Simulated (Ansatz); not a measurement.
Coupled-cluster diagnostics for Al₂S₂, Ansatz.

Geometry of the singlet (PBE0-D4/def2-TZVP):

```tsv
atom	x (Å)	y (Å)	z (Å)
Al1	-1.569	-1.295	1.357
Al2	0.573	0.459	-0.503
S3	-0.245	-1.508	-0.497
S4	1.240	2.343	-0.357
```

Correlated methods freeze 20 core orbitals. At PBE0-D4/def2-TZVP a singlet of charge 0 lies 1.67 eV below the triplet, each at its own geometry. At PBE0-D4/def2-TZVP a singlet of charge 0 lies 2.50 eV below the quintet, each at its own geometry. The structure comes from a short search, and lower isomers may exist.

Geometry of the charge 0 triplet (PBE0-D4/def2-TZVP):

Cartesian coordinates in Å:
```
Al 1.758 0.284 -1.295
Al -0.469 0.340 -0.046
S 1.120 -1.098 0.379
S -2.409 0.474 0.962
```

Geometry of the charge 0 quintet (PBE0-D4/def2-TZVP):

```xyz
4

Al   -1.201   -0.409    0.614
Al    0.391    0.059   -1.354
S    -0.114    1.570    0.281
S     0.925   -1.221    0.459
```

Problem. Estimate the CCSD(T) correlation energy, the shares of MP2 and (T), T1 and the reference's ⟨S²⟩ for: charge 0, singlet, own geometry in def2-TZVPP; charge 0, singlet, own geometry in def2-TZVPD; charge 0, triplet, own geometry in def2-TZVPP; charge 0, quintet, own geometry in def2-TZVPP; charge 1, doublet, vertical in def2-TZVPP; charge -1, doublet, vertical in def2-TZVPD; and the rough time on 2 threads of Arm Neoverse V2 on a shared host.

Solution. 
```json
{"state": "charge 0, singlet, own geometry", "basis": "def2-TZVPP", "correlation (eV)": "-14.155", "MP2 share (%)": "87.3", "(T) share (%)": "5.5", "T1": "0.017", "⟨S²⟩ (pure)": "0.00 (0.00)", "wall time": "6.5 s", "remarks": "–"}
{"state": "charge 0, singlet, own geometry", "basis": "def2-TZVPD", "correlation (eV)": "-14.074", "MP2 share (%)": "87.0", "(T) share (%)": "5.6", "T1": "0.017", "⟨S²⟩ (pure)": "0.00 (0.00)", "wall time": "8.5 s", "remarks": "–"}
{"state": "charge 0, triplet, own geometry", "basis": "def2-TZVPP", "correlation (eV)": "-13.374", "MP2 share (%)": "84.9", "(T) share (%)": "5.4", "T1": "0.027", "⟨S²⟩ (pure)": "2.12 (2.00)", "wall time": "24 s", "remarks": "spin-contaminated"}
{"state": "charge 0, quintet, own geometry", "basis": "def2-TZVPP", "correlation (eV)": "-13.441", "MP2 share (%)": "86.7", "(T) share (%)": "6.2", "T1": "0.026", "⟨S²⟩ (pure)": "6.05 (6.00)", "wall time": "52 s", "remarks": "–"}
{"state": "charge 1, doublet, vertical", "basis": "def2-TZVPP", "correlation (eV)": "-12.950", "MP2 share (%)": "85.2", "(T) share (%)": "5.0", "T1": "0.024", "⟨S²⟩ (pure)": "0.79 (0.75)", "wall time": "27 s", "remarks": "–"}
{"state": "charge -1, doublet, vertical", "basis": "def2-TZVPD", "correlation (eV)": "-14.434", "MP2 share (%)": "86.7", "(T) share (%)": "5.7", "T1": "0.024", "⟨S²⟩ (pure)": "0.79 (0.75)", "wall time": "34 s", "remarks": "–"}
```
Customary marks for T1 are 0.02 (closed shells), 0.045 (open shells) and about 0.05 (3d metals). T1 exceeds 0.02 in 4 of 6 rows and 0.045 in 0; the higher it lies, the less the single-reference result can be trusted.
